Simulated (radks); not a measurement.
Spherical quantum dot in the effective-mass picture: electrons in a hard-walled sphere of radius 2.16, with a point charge +1 (a donor) at the centre, all in effective atomic units (hartree* = m*/eps^2 hartree, bohr* = eps/m* bohr), one dielectric constant everywhere. Method: non-relativistic Kohn-Sham, LDA (Slater exchange, Perdew-Wang correlation), spin-polarised, spherical densities; computed with a radial shooting solver with Libxc functionals. Levels are named by radial order and angular momentum (1s, 1p, 1d, 2s, ...), and open shells are averaged over m.

N = 30, configuration 1s2 1p6 1d10 2s2 1f(up 7, down 3). This is the lowest configuration that the search found. Occupied and some empty levels:

| level | occupation | eigenvalue (hartree*) | <r> (bohr*) |
|---|---|---|---|
| 1s up | 1 | 18.576 | 1.368 |
| 1s down | 1 | 18.642 | 1.361 |
| 1p up | 3 | 19.235 | 1.470 |
| 1p down | 3 | 19.310 | 1.468 |
| 1d up | 5 | 20.268 | 1.533 |
| 1d down | 5 | 20.346 | 1.532 |
| 1f up | 7 | 21.645 | 1.581 |
| 2s up | 1 | 21.660 | 0.9190 |
| 2s down | 1 | 21.688 | 0.9215 |
| 1f down | 3 | 21.725 | 1.580 |
| 1g up | 0 | 23.340 | 1.620 |
| 1g down | 0 | 23.421 | 1.620 |
| 2p up | 0 | 23.943 | 1.116 |
| 2p down | 0 | 23.981 | 1.115 |
| 2d up | 0 | 26.281 | 1.227 |
| 2d down | 0 | 26.328 | 1.226 |

Energy (hartree*): total 348.364, kinetic 119.81, external -22.639, Hartree 275.12, exchange-correlation -23.927.

Electron density:

| r (bohr*) | n(r) (e/bohr*^3) |
|---|---|
| 0.169 | 1.654 |
| 0.330 | 1.169 |
| 0.491 | 0.8273 |
| 0.652 | 0.6190 |
| 0.814 | 0.5504 |
| 0.975 | 0.6277 |
| 1.14 | 0.8345 |
| 1.30 | 1.104 |
| 1.46 | 1.296 |
| 1.62 | 1.245 |
| 1.78 | 0.8779 |
| 1.94 | 0.3543 |
| 2.10 | 0.02448 |
